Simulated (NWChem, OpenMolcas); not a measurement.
## A ladder of methods for InPH4O (SMILES O[PH][InH2])

The species is InPH4O (7 atoms), meant as a singlet with charge 0. SMILES: `O[PH][InH2]`. The shape is that of a PBE0-D4/def2-TZVP optimisation. This is one conformer, not always the lowest.

```jsonl
{"atom": "O", "x (Å)": "-1.8445", "y (Å)": "0.1469", "z (Å)": "0.0792"}
{"atom": "P", "x (Å)": "-0.6228", "y (Å)": "-0.3700", "z (Å)": "-0.9355"}
{"atom": "In", "x (Å)": "1.3969", "y (Å)": "0.3659", "z (Å)": "0.3459"}
{"atom": "H", "x (Å)": "-2.6343", "y (Å)": "0.3118", "z (Å)": "-0.4419"}
{"atom": "H", "x (Å)": "-0.4837", "y (Å)": "-1.7221", "z (Å)": "-0.4922"}
{"atom": "H", "x (Å)": "1.2782", "y (Å)": "1.6232", "z (Å)": "1.5180"}
{"atom": "H", "x (Å)": "2.9101", "y (Å)": "-0.3557", "z (Å)": "-0.0735"}
```

Each level gives the energy change with the O1–H4 bond stretched from 0.960 to 1.105 Å (eV). The values are calculated.

| level | kind | program | value (eV) | less CCSD(T)/def2-SVPD | CPU time (all runs) |
| --- | --- | --- | --- | --- | --- |
| HF/def2-SVPD (core potential) (restricted) | Hartree–Fock | NWChem | 0.55 | +0.19 | 72 s |
| BLYP/def2-SVPD (core potential) (restricted) | GGA | OpenMolcas | 0.29 | -0.07 | 1.8 min |
| PBE/def2-SVPD (core potential) (restricted) | GGA | OpenMolcas | 0.31 | -0.05 | 1.7 min |
| M06-L/def2-SVPD (core potential) (restricted) | meta-GGA | OpenMolcas | 0.39 | +0.03 | 2.1 min |
| r2SCAN/def2-SVPD (core potential) (restricted) | meta-GGA | OpenMolcas | 0.36 | 0.00 | 2 min |
| BHLYP/def2-SVPD (core potential) (restricted) | global hybrid | OpenMolcas | 0.46 | +0.10 | 80 s |
| PBE0/def2-SVPD (core potential) (restricted) | global hybrid | OpenMolcas | 0.39 | +0.03 | 86 s |
| CCSD(T)/def2-SVPD (Cholesky decomposition, core potential) (restricted) | coupled cluster or CI | OpenMolcas | 0.36 | 0.00 | 32 min |

Differences are taken from CCSD(T)/def2-SVPD (Cholesky decomposition, core potential) (restricted) for orientation; it has basis-set and higher-order errors of its own. The first shape isn't each level's own minimum. The values span 0.29 to 0.55 eV. In the correlated wave-function rows the outer d shell of In is correlated, in sets not made for it. CPU times are rough (shared hosts, several kinds of processor and program).
